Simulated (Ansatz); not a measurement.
A further run on the cluster PbBr₂ (the lowest singlet isomer of a short search).

```yaml
crystal:
  periodic: [false, false, false]
  atoms:
    - {symbol: Pb, position_ang: [0.878533, 0.020943, 0.692973]}
    - {symbol: Br, position_ang: [0.777716, 0.458028, -1.903495]}
    - {symbol: Br, position_ang: [-1.656250, -0.478970, 1.210512]}
basis:
  gaussian: {orbitals: def2-mTZVP, fitting: {mean_field: def2-universal-jkfit}}
hamiltonian: {xc: {name: B97M-V}}
scf: {omitted_lower_state_checks: [starts]}
output: {forces: true}
```

```sh
$ ansatz run in.yaml --threads 4 --pin off --events-out ev --progress --plain --max-ram 3916MiB
```

It prints (some lines left out):

```
Functional definition: B97M-V
783 factors; integrals over basis functions are off by at most 2.4e-2 eV
mean field evaluation 1: about -145317.2765 eV, gradient 2.1e1 eV
mean field evaluation 2: about -145304.5533 eV, gradient 6.4e1 eV
mean field evaluation 4: about -145319.1308 eV, gradient 2.3e0 eV
mean field evaluation 8: about -145319.1464 eV, gradient 8.9e-2 eV
mean field evaluation 16: about -145319.1464 eV, gradient 7.5e-6 eV
mean field -145319.14639568 eV, -5340.3801291862 hartree, gradient 6.4e-6 eV, S^2 0.000000; 0 other end points of the search recorded, 0 dependent functions left out
reference -145319.14644871 eV, -5340.3801311348 hartree; 46, 46 occupied and 62, 62 virtual orbitals, 783 factors
Total energy: -145319.14644871 eV, -5340.3801311348 hartree
Atom 0 at     0.878533     0.020943     0.692973 Å, force     0.126112     0.003006     0.099476 eV/Å
Atom 1 at     0.777716     0.458028    -1.903495 Å, force    -0.009100     0.019268    -0.118769 eV/Å
Atom 2 at    -1.656250    -0.478970     1.210512 Å, force    -0.117012    -0.022274     0.019293 eV/Å
Dipole moment:     0.741428     0.017674     0.584832 e Å
Checks for a lower state left out: starts
```

It took 2.5 s on 4 threads of AMD EPYC 7B13 on a shared host.

In the def2 sets Pb takes a core potential; there is no spin–orbit coupling.
